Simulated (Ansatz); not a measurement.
`[OH][GeH]1[CH2][O]1` at its PBE0-D4/def2-TZVP geometry, where that method's forces vanish. Total charge 0; spin multiplicity 1.

```tsv
atom	x (Å)	y (Å)	z (Å)
O1	1.263	-1.457	0.153
Ge2	0.157	-0.275	-0.547
C3	-0.392	1.170	0.527
O4	-1.313	0.062	0.470
H5	1.115	-2.349	-0.172
H6	-0.169	-0.555	-2.010
H7	-0.757	2.096	0.086
H8	0.096	1.308	1.492
```

**Question.** For each bond, give half the difference of the two atoms' forces along it (eV/Å; positive pushes the atoms apart) under PBE-D4, r2SCAN-D4, B3LYP-D4, ωB97M-V in def2-TZVPP. (Estimate.)

**Answer.** Ansatz gave: 
```json
{"bond": "O1–Ge2", "length (Å)": "1.764", "PBE-D4": "0.32", "r2SCAN-D4": "0.07", "B3LYP-D4": "0.20", "ωB97M-V": "0.11"}
{"bond": "O1–H5", "length (Å)": "0.960", "PBE-D4": "0.36", "r2SCAN-D4": "0.04", "B3LYP-D4": "-0.04", "ωB97M-V": "-0.06"}
{"bond": "Ge2–C3", "length (Å)": "1.882", "PBE-D4": "0.30", "r2SCAN-D4": "0.17", "B3LYP-D4": "0.33", "ωB97M-V": "0.09"}
{"bond": "Ge2–O4", "length (Å)": "1.819", "PBE-D4": "0.63", "r2SCAN-D4": "0.23", "B3LYP-D4": "0.34", "ωB97M-V": "0.01"}
{"bond": "Ge2–H6", "length (Å)": "1.525", "PBE-D4": "-0.16", "r2SCAN-D4": "-0.13", "B3LYP-D4": "-0.18", "ωB97M-V": "-0.14"}
{"bond": "C3–O4", "length (Å)": "1.442", "PBE-D4": "0.50", "r2SCAN-D4": "0.31", "B3LYP-D4": "0.39", "ωB97M-V": "0.27"}
{"bond": "C3–H7", "length (Å)": "1.090", "PBE-D4": "0.04", "r2SCAN-D4": "-0.06", "B3LYP-D4": "-0.17", "ωB97M-V": "-0.14"}
{"bond": "C3–H8", "length (Å)": "1.090", "PBE-D4": "0.03", "r2SCAN-D4": "-0.08", "B3LYP-D4": "-0.17", "ωB97M-V": "-0.13"}
```

B3LYP here is the variant with VWN-RPA as its local correlation; programs differ in this.
